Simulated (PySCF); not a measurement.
A GIAO shielding run with PySCF (density fitting, non-relativistic, gas phase) on `C(CCCN[SiH2]N)(F)(F)F`, C4H11F3N2Si:

```
$ OMP_NUM_THREADS=1 python probes_run.py task.json out

{"job": {"kind": "nmr", "xc": "PBE0", "basis": "pcSseg-1"}, "charge": 0, "multiplicity": 1}
N     -3.397237     0.350452     0.138860
Si    -2.116616     0.614268    -0.987112
N     -1.013975    -0.645806    -0.594850
C      0.273798    -0.806128    -1.214557
C      1.333398    -1.214741    -0.180142
C      1.429417    -0.204381     0.965338
C      2.254075     1.014709     0.612619
F      3.486805     0.697270     0.180346
F      2.429068     1.813503     1.682411
F      1.711355     1.786351    -0.338736
H     -4.214063     0.929719     0.043703
H     -3.164699     0.260493     1.115276
H     -2.763951     0.542582    -2.303283
H     -1.338987     1.853136    -0.859508
H     -1.398186    -1.524557    -0.281163
H      0.546812     0.142486    -1.675674
H      0.251919    -1.566128    -2.008148
H      2.301953    -1.327140    -0.669112
H      1.053237    -2.181227     0.242913
H      0.425478     0.135439     1.229601
H      1.901477    -0.653357     1.841219
```

Hardware: 1 thread of an Intel Xeon Platinum 8259CL, shared host. The job also computes population analyses, field gradients.

Q: How large is the calculation?

A: 90 electrons, 232 basis functions and 1218 auxiliary functions.

Q: How long does it take, and how much memory does it need?

A: 76 s of wall time, with 14 SCF cycles and 4 response iterations; peak memory 1.1 GiB. Times on a shared host scatter by some tens of per cent.
